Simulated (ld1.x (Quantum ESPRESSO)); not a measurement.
u(r) = r·R(r): atom against pseudo-atom (potassium (K))

Columns: radius, all-electron u(r) and pseudo u(r) of the 3p shell (level -18.83 eV) of potassium in the configuration [Ne] 3s2 3p6 4s1 4p0; LDA (PZ), scalar-relativistic, TM scheme, ld1.x (Quantum ESPRESSO) 7.5.

```csv
r (bohr),all-electron,pseudo
0.120,0.3307,-0.0257
0.240,0.4258,-0.0997
0.360,0.2264,-0.2127
0.480,-0.0738,-0.3507
0.600,-0.3603,-0.4967
0.720,-0.5871,-0.6337
0.840,-0.7441,-0.7473
0.960,-0.8377,-0.8279
1.080,-0.8800,-0.8721
1.200,-0.8840,-0.8820
1.320,-0.8611,-0.8635
1.440,-0.8205,-0.8244
1.560,-0.7692,-0.7726
1.680,-0.7122,-0.7143
1.800,-0.6531,-0.6540
1.920,-0.5944,-0.5947
2.040,-0.5377,-0.5378
2.160,-0.4840,-0.4840
2.280,-0.4339,-0.4339
2.400,-0.3876,-0.3876
2.520,-0.3453,-0.3453
2.640,-0.3069,-0.3069
2.760,-0.2722,-0.2722
2.880,-0.2410,-0.2410
3.000,-0.2131,-0.2131
3.120,-0.1882,-0.1882
```

(1) How many radial nodes do the two functions have?

(2) At about which radius was the pseudo-wave matched?

(3) Where does each function peak?

(4) Is the pseudo-wave norm-conserving?

## Answers

(1) The all-electron 3p function has n − l − 1 = 1; the pseudo-wave has 0, since the states of the same l below it are removed with the core.

(2) 2.25 bohr. The columns agree to 0.0005 from 1.92 bohr on; several derivatives are matched, so the curves merge somewhat inside the radius.

(3) Outermost all-electron maximum near 1.20 bohr, pseudo maximum near 1.20 bohr (to the table’s step).

(4) Yes: the TM scheme keeps the norm inside the radius equal to the all-electron one, which fixes the energy derivative of the logarithmic derivative at the level.
